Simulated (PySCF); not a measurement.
**Property card for `CCC#C[Si@H](S)SC`**

Compound: C5H10S2Si.
Structure used (GFN2-xTB), in Å, numbered top down from 1:
```xyz
18
C5H10S2Si angstrom
C     -2.6946   -1.2424   -0.1006
C     -2.5846    0.2620    0.1558
C     -1.2038    0.6895    0.1802
C     -0.0458    1.0301    0.2054
Si     1.7257    1.5198    0.1256
S      1.9714    3.2743   -1.0917
S      2.8250   -0.0714   -0.8193
C      2.4026   -1.4069    0.3311
H     -2.2372   -1.5003   -1.0532
H     -3.7396   -1.5426   -0.1239
H     -2.1899   -1.8003    0.6855
H     -3.1037    0.8161   -0.6318
H     -3.0503    0.5145    1.1130
H      2.2822    1.7868    1.4443
H      2.6507    2.6887   -2.0650
H      2.8255   -2.3194   -0.0759
H      1.3228   -1.4915    0.4035
H      2.8346   -1.2005    1.3054
```

Some functional groups and rings: alkyne, Si–H bond and C–Si bond.

GFN2-xTB geometry:

```
Point group of the GFN2-xTB geometry                  : C1
Rotational constants A, B, C of the GFN2-xTB geometry : 1.361, 0.657, 0.476 GHz
```

**PBE0/pcSseg-1 ground state and GIAO shieldings, non-relativistic (PySCF)**

```
Dipole moment                                               : 3.44 D
HOMO energy                                                 : -6.95 eV
LUMO energy                                                 : -0.66 eV
HOMO–LUMO gap                                               : 6.29 eV
Lowest Hirshfeld atomic charge                              : -0.19 e on C4
Highest Hirshfeld atomic charge                             : +0.31 e on Si5
13C chemical shifts (computed TMS as zero) by class         : 121.0 (C3), 85.6 (C4), 16.5 (C2), 16.3 (C1), 14.5 (C8) ppm
1H chemical shifts (computed TMS as zero) by class          : 5.44 (H14), 2.47 (H12), 2.45 (H13), 2.14 (H16/H17/H18), 1.24 (H9/H10/H11), 0.58 (H15) ppm
Isotropic shieldings of nuclei other than C and H, by class : 373 (Si5), 671 (S7), 735 (S6) ppm
Mayer bond orders between heavy atoms                       : C1–C2 1.06, C2–C3 1.09, C3–C4 2.55, C4–Si5 0.95, Si5–S6 1.02, Si5–S7 0.98, S7–C8 1.00
```

Monoisotopic mass from the formula: 161.9993 u.

The rotational constants make it an asymmetric top with κ = (2B − A − C)/(A − C) = -0.59, nearer the prolate limit (−1). In atomic units the dipole is 1.35 e·bohr (1 au = 2.5417 D). With B = h/(8π²I), that is 505.379 GHz u Å² over I, the principal moments of inertia are 371.2, 769.1 and 1061.2 u Å² (most abundant isotopes); the inertial defect Ic − Ia − Ib is -79.1 u Å² (zero for a rigid planar frame, negative otherwise).

One conformer (not necessarily the lowest) at the GFN2-xTB geometry, without solvent or vibrations. NMR classes are plain means over equivalent atoms (diastereotopic ones count apart unless rotation or inversion swaps them), as if these changed places fast; in this geometry the members of some classes differ.

For the NMR shielding job (PBE0/pcSseg-1), the run took 1.7 min on one thread of an Intel Xeon at 2.50 GHz, no GPU, shared host with 64 logical CPUs at a one-minute load of 63, and the process peaked at 0.86 GiB of memory.
